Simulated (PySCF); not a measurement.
Which determinant of CaIn⁺ lies lowest?

Unrestricted PBE0; PySCF, scalar-relativistic core potentials, basis sets Ca def2-SVPD, In def2-SVPD with ECP28. Outer shells of the fragments: Ca 4s2; In+ 4d10 5s2.

Followed along the bond (rough minima from three points):

```tsv
2Ms+1	unpaired	⟨S²⟩ at the start	R at minimum (Å)	Te (eV)
1	none	0.00	3.65	0.00
3	σ ↑, π ↑	2.00	3.16	0.78
1	σ ↑, π ↓	1.01	3.17	1.04
3	σ ↑↑	2.00	none in the scan	≤ 0.82
3	π ↑↑	2.01	none in the scan	≤ 1.72
```

Solutions found at the starting distance of 3.080 Å, counted from the lowest of them; the search is not exhaustive and high or unbound solutions are not listed, so other states can lie among these:

```tsv
2Ms+1	unpaired	term	E (eV)	⟨S²⟩	⟨Lz²⟩	μ (D)
1	none	¹Σ⁺	0.00	0.00	0.00	-7.19
3	σ ↑, π ↑	³Π	0.46	2.00	1.00	-9.23
1	σ ↑, π ↓	mixed	0.71	1.01	1.01	-8.77
3	σ ↑↑	³Σ⁺	0.80	2.00	0.00	-5.34
3	π ↑↑	³Σ⁻	1.55	2.01	0.00	-10.85
1	π ↑↓	mixed	1.73	1.00	2.01	-10.87
```

A term symbol is given only where ⟨S²⟩ and ⟨Lz²⟩ are close to those of a pure state; real π, δ and φ orbitals otherwise mix terms. A positive dipole points towards In; it is taken about the centre of mass and depends on that origin.

Task: Compare the gap between the two lowest followed solutions at the starting distance with the gap between their minima.

Result: At PBE0 the second solution (triplet, unpaired electrons σ ↑, π ↑) lies +0.46 eV from the first (singlet, closed shell) at 3.080 Å and +0.78 eV at the minima; the two curves relax by different amounts, since their minima lie near 3.16 and 3.65 Å.

Spin–orbit coupling is left out.
